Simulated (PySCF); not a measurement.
## Basis-set dependence of population analyses: `C#C[Si@H](Cl)N=C`

Compound: C₃H₄ClNSi.
Numbering: `[CH:1]#[C:2][Si@H:3]([Cl:4])[N:5]=[CH2:6]` (hydrogens: H7 on C1; H8 on Si3; H9, H10 on C6)

Cartesian coordinates in Å at the PBE0-D3(BJ)/def2-SVP level; atoms count from 1:
```xyz
10
C3H4ClNSi angstrom
C     -2.0975   -1.1944    0.1246
C     -1.3785   -0.2122    0.1460
Si    -0.2040    1.1929    0.1881
Cl    -0.4431    2.2822   -1.5413
N      1.4533    0.6608    0.2502
C      1.8343   -0.5426    0.2893
H     -2.7495   -2.0502    0.1010
H     -0.4705    2.0723    1.3485
H      1.1503   -1.4176    0.2806
H      2.9133   -0.7799    0.3342
```

PBE0 throughout (PySCF), one geometry, spherical d and f functions. The structure is a single PBE0-D3(BJ)/def2-SVP conformer in the gas phase; no vibrational or solvent corrections. The first 7 of 10 kinds of atom are listed.

Mulliken charges (e):

```json
{"basis": "STO-3G", "functions": "42", "C1": "-0.119", "C2": "-0.241", "Si3": "+0.885", "Cl4": "-0.325", "N5": "-0.384", "C6": "-0.037", "H7": "+0.125"}
{"basis": "6-31G", "functions": "70", "C1": "-0.304", "C2": "-0.250", "Si3": "+0.889", "Cl4": "-0.262", "N5": "-0.518", "C6": "-0.108", "H7": "+0.278"}
{"basis": "pcSseg-0", "functions": "70", "C1": "-0.355", "C2": "-0.448", "Si3": "+1.326", "Cl4": "-0.363", "N5": "-0.799", "C6": "-0.089", "H7": "+0.297"}
{"basis": "6-31G*", "functions": "100", "C1": "-0.178", "C2": "-0.192", "Si3": "+0.602", "Cl4": "-0.249", "N5": "-0.390", "C6": "-0.139", "H7": "+0.247"}
{"basis": "cc-pVDZ", "functions": "112", "C1": "-0.125", "C2": "-0.059", "Si3": "+0.525", "Cl4": "-0.218", "N5": "-0.295", "C6": "+0.079", "H7": "+0.031"}
{"basis": "def2-SVP", "functions": "112", "C1": "-0.220", "C2": "-0.054", "Si3": "+0.686", "Cl4": "-0.247", "N5": "-0.342", "C6": "+0.055", "H7": "+0.058"}
{"basis": "aug-cc-pVDZ", "functions": "182", "C1": "+1.259", "C2": "-0.856", "Si3": "+0.497", "Cl4": "-0.390", "N5": "-0.499", "C6": "+0.635", "H7": "-0.442"}
{"basis": "6-311+G(2d,p)", "functions": "202", "C1": "-0.567", "C2": "+0.039", "Si3": "+0.811", "Cl4": "-0.183", "N5": "-0.367", "C6": "-0.130", "H7": "+0.170"}
{"basis": "def2-TZVP", "functions": "222", "C1": "-0.194", "C2": "-0.198", "Si3": "+0.568", "Cl4": "-0.229", "N5": "-0.266", "C6": "-0.103", "H7": "+0.188"}
{"basis": "cc-pVTZ", "functions": "244", "C1": "-0.087", "C2": "-0.241", "Si3": "+0.496", "Cl4": "-0.211", "N5": "-0.238", "C6": "-0.042", "H7": "+0.164"}
{"basis": "IGLO-III", "functions": "268", "C1": "-0.227", "C2": "-0.289", "Si3": "+1.205", "Cl4": "-0.383", "N5": "-0.542", "C6": "+0.026", "H7": "+0.166"}
```

IAO charges (e):

```csv
basis,functions,C1,C2,Si3,Cl4,N5,C6,H7
STO-3G,42,-0.125,-0.324,+0.928,-0.273,-0.413,-0.122,+0.164
6-31G,70,-0.148,-0.341,+0.907,-0.276,-0.481,-0.089,+0.211
pcSseg-0,70,-0.136,-0.351,+0.932,-0.277,-0.489,-0.071,+0.202
6-31G*,100,-0.148,-0.370,+1.046,-0.304,-0.525,-0.053,+0.204
cc-pVDZ,112,-0.163,-0.359,+1.041,-0.301,-0.514,-0.057,+0.206
def2-SVP,112,-0.155,-0.360,+1.048,-0.296,-0.515,-0.051,+0.200
aug-cc-pVDZ,182,-0.170,-0.358,+1.050,-0.304,-0.525,-0.060,+0.211
"6-311+G(2d,p)",202,-0.169,-0.368,+1.078,-0.306,-0.536,-0.059,+0.211
def2-TZVP,222,-0.169,-0.371,+1.092,-0.309,-0.537,-0.058,+0.211
cc-pVTZ,244,-0.169,-0.368,+1.080,-0.308,-0.532,-0.059,+0.211
IGLO-III,268,-0.171,-0.369,+1.084,-0.303,-0.537,-0.060,+0.212
```

Hirshfeld charges (e):

```
        basis  functions      C1      C2     Si3     Cl4      N5      C6      H7
       STO-3G         42  -0.075  -0.167  +0.612  -0.260  -0.242  +0.048  +0.082
        6-31G         70  -0.057  -0.169  +0.405  -0.147  -0.253  +0.049  +0.113
     pcSseg-0         70  -0.058  -0.170  +0.424  -0.142  -0.238  +0.043  +0.108
       6-31G*        100  -0.062  -0.159  +0.382  -0.135  -0.238  +0.054  +0.112
      cc-pVDZ        112  -0.068  -0.160  +0.393  -0.123  -0.222  +0.044  +0.106
     def2-SVP        112  -0.067  -0.160  +0.391  -0.110  -0.228  +0.043  +0.105
  aug-cc-pVDZ        182  -0.068  -0.166  +0.405  -0.116  -0.245  +0.037  +0.105
6-311+G(2d,p)        202  -0.068  -0.166  +0.399  -0.113  -0.247  +0.041  +0.106
    def2-TZVP        222  -0.068  -0.162  +0.393  -0.112  -0.241  +0.041  +0.105
      cc-pVTZ        244  -0.068  -0.160  +0.395  -0.117  -0.236  +0.040  +0.105
     IGLO-III        268  -0.072  -0.163  +0.394  -0.101  -0.243  +0.035  +0.104
```

**Question.** Which scheme is steadiest as the basis changes?

**Answer.** Largest range over the bases for any column: IAO 0.18 e, Hirshfeld 0.23 e, Mulliken 1.83 e. IAO charges move least and Mulliken charges most, counted in e. Without the minimal STO-3G basis the ranges are IAO 0.18, Hirshfeld 0.05, Mulliken 1.83 e.

**Question.** How much do the charges still move between the two largest bases, cc-pVTZ and IGLO-III?

**Answer.** At most, over all atoms: Mulliken 0.709 e, IAO 0.005 e, Hirshfeld 0.016 e.

**Question.** What do the same runs give for the total energy, the frontier levels and the dipole moment?

**Answer.** 
| basis | energy (Eh) | HOMO (eV) | LUMO (eV) | μ (D) |
| --- | --- | --- | --- | --- |
| STO-3G | -910.1809 | -4.91 | 1.75 | 3.19 |
| 6-31G | -920.5079 | -7.35 | -1.34 | 4.17 |
| pcSseg-0 | -919.4030 | -7.42 | -1.45 | 4.17 |
| 6-31G* | -920.6255 | -7.43 | -1.17 | 3.45 |
| cc-pVDZ | -920.6763 | -7.40 | -1.20 | 3.01 |
| def2-SVP | -920.3048 | -7.43 | -1.25 | 3.03 |
| aug-cc-pVDZ | -920.6908 | -7.57 | -1.48 | 3.05 |
| 6-311+G(2d,p) | -920.7420 | -7.61 | -1.49 | 3.07 |
| def2-TZVP | -920.7614 | -7.56 | -1.41 | 2.99 |
| cc-pVTZ | -920.7632 | -7.53 | -1.36 | 3.00 |
| IGLO-III | -920.7563 | -7.57 | -1.43 | 2.87 |

The dipole is fixed by the density alone, so its range of 1.30 D shows that the density itself changes with the basis, not only its division among atoms.
